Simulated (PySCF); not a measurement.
**Spin-rotation constants: `C[C@H]1CCN(C)N1`, C5H12N2**

Geometry (Å), atoms numbered from 1 in this order:
```xyz
19

C    -2.307   -0.206   -0.453
C    -0.856    0.246   -0.426
C    -0.376    0.702    0.975
C     0.829   -0.218    1.249
N     1.245   -0.728   -0.057
C     2.194    0.135   -0.736
N     0.054   -0.842   -0.822
H    -2.468   -1.013    0.259
H    -2.964    0.622   -0.196
H    -2.567   -0.560   -1.448
H    -0.722    1.058   -1.152
H    -1.155    0.575    1.725
H    -0.075    1.748    0.965
H     1.654    0.289    1.746
H     0.527   -1.076    1.859
H     2.335   -0.256   -1.741
H     3.140    0.093   -0.200
H     1.867    1.180   -0.806
H    -0.366   -1.739   -0.583
```

Method: GIAO PBE0/pcSseg-1 magnetisability, rotational g tensor and spin-rotation constants, non-relativistic, gas phase in PySCF 2.14.0. Geometry: GFN2-xTB.

(1) Give the nuclear spin-rotation constants along the inertial axes (H = +C I·J) beside the isotropic shieldings.

(2) How do the rotational constants and the g tensor change when H8, H9, H10, H11, H12, H13, H14, H15, H16, H17, H18, H19 are replaced by deuterium?

Results:

(1) Rotational constants 4.8644, 2.1336, 1.7995 GHz. A star marks the isotopologue with that one atom substituted, in its own axes.
```csv
atom,isotope,Caa (kHz),Cbb (kHz),Ccc (kHz),mean (kHz),σ (ppm)
N5,14N,0.289,0.132,0.190,0.203,154.2
N7,14N,0.306,0.185,0.198,0.230,129.5
H8,1H,-0.537,-0.225,0.006,-0.252,31.2
H9,1H,-0.269,-0.166,-0.112,-0.182,30.3
H10,1H,-0.492,0.033,-0.198,-0.219,30.4
H11,1H,-0.436,-0.184,0.047,-0.191,28.1
H12,1H,-0.220,-0.122,-0.172,-0.171,30.5
H13,1H,-0.487,-0.192,0.026,-0.217,29.3
H14,1H,-0.095,-0.118,-0.172,-0.129,29.0
H15,1H,-0.475,-0.198,0.044,-0.209,28.9
H16,1H,-0.503,0.098,-0.200,-0.202,29.1
H17,1H,0.051,-0.164,-0.197,-0.103,29.4
H18,1H,-0.434,-0.203,0.022,-0.205,29.3
H19,1H,-0.556,-0.226,0.053,-0.243,29.2
C1,13C*,0.650,0.330,0.265,0.415,165.7
C2,13C*,1.018,0.351,0.394,0.588,131.9
C3,13C*,0.811,0.281,0.380,0.491,150.1
C4,13C*,1.079,0.311,0.426,0.605,128.8
C6,13C*,0.872,0.393,0.332,0.532,141.0
```
For the geometry as given, no vibrational averaging.

(2) Constants 3.7517, 1.7121, 1.4665 GHz; g -0.0054, -0.0040, -0.0024, against -0.0070, -0.0049, -0.0027 before.
